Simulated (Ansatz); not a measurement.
Cost and result up the ladder for the cluster CdB9 (10 atoms). Charge 0, multiplicity 2. Geometry: PBE-D4/def2-SVP.

```xyz
10

Cd   -2.4555    1.4491   -0.7680
B    -1.1162   -0.0463    0.3819
B     1.1112    0.1015   -1.6226
B    -0.3045   -1.2286    1.4032
B     0.1651   -1.1489   -1.4135
B     1.4533    1.2119   -0.5702
B    -0.5123   -1.6798   -0.0991
B     0.0514    0.2791    1.7305
B     0.9051    1.3131    0.9089
B     0.7024   -0.2511    0.0488
```

Ansatz on 6 threads of AMD EPYC on a shared host. Times are rough, and most runs start from the orbitals of an earlier one. ωB97M-V/def2-TZVP serves as the yardstick here, not as an exact answer. Differences are given only for rows in sets of like size (and for xTB, whose basis is part of the method), since another set adds its own error. Binding counts from free atoms at the same level (Cd singlet, B doublet; other spins of the atoms weren't run), without zero-point energy or a counterpoise term.

In the def2 sets Cd takes a core potential; there is no spin–orbit coupling. Correlated methods freeze 9 core orbitals; core or outer-core shells of Cd are correlated, in sets that lack core-valence functions. The structure comes from a short search, and lower isomers may exist.

Correlated methods converge slowly with the basis.

```csv
level,functions,binding energy per atom (eV),difference from ωB97M-V/def2-TZVP (eV)
PBE-D4/def2-TZVP (with forces),319,4.51,0.36
B97M-V/def2-TZVP,319,4.37,0.21
r2SCAN-D4/def2-TZVP,319,4.39,0.24
ωB97M-V/def2-TZVP,319,4.15,0.00
PBE-D4/def2-SVP,157,4.60,–
MP2/def2-TZVP,319,4.36,0.21
PBE0-D4/def2-SVP,157,4.49,–
PBE0-D4/def2-TZVP,319,4.39,0.23
```

Question: Estimate how long each takes.

Answer: PBE-D4/def2-SVP 6.5 s; PBE0-D4/def2-SVP 9 s; PBE-D4/def2-TZVP (with forces) 11 s; PBE0-D4/def2-TZVP 22 s; r2SCAN-D4/def2-TZVP 23 s; B97M-V/def2-TZVP 31 s; MP2/def2-TZVP 35 s; ωB97M-V/def2-TZVP 53 s. On shared hardware such times vary by a factor of up to 3.
